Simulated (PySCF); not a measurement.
# Correlation energy of Rh (rhodium, neutral)

[Kr] 4d9, 2D determinant (an excited configuration). All numbers are calculated (PySCF 2.14, scalar relativity by spin-free X2C-1e, in aug-cc-pVTZ-DK). Frozen: [Kr]; 9 electrons correlated.

```json
{"level": "CCSD", "correlation energy (mhartree)": "-284.38"}
{"level": "(T)", "correlation energy (mhartree)": "-16.91"}
{"level": "CCSD(T)", "correlation energy (mhartree)": "-301.29"}
```

Diagnostics: T1 = 0.032, D1 = 0.1098, largest double amplitude 0.021.

T1 exceeds 0.03, a sign that the reference determinant is poor.

Cost of the coupled-cluster step: of the order of 70 core-seconds, for 9 correlated electrons.
